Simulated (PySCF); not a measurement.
## Correlation energy of C(3+) (carbon, charge +3)

[He] 2s1, 2S determinant. Computed with PySCF 2.14 in dyall-acv3z, with scalar relativity by spin-free X2C-1e. Frozen: nothing; 3 electrons correlated; the 5 highest virtual orbitals of each spin left out.

MP2 pair energies summed by pair of shells (mhartree):

| pair | energy | share (%) |
| --- | --- | --- |
| 1s-1s | -38.76 | 88.6 |
| 1s-2s | -4.99 | 11.4 |

Total MP2 correlation energy: -43.75 mhartree.

Same-spin part -1.23 and opposite-spin part -42.52 mhartree; SCS-MP2 scales them by 1/3 and 6/5 to -51.43 mhartree.
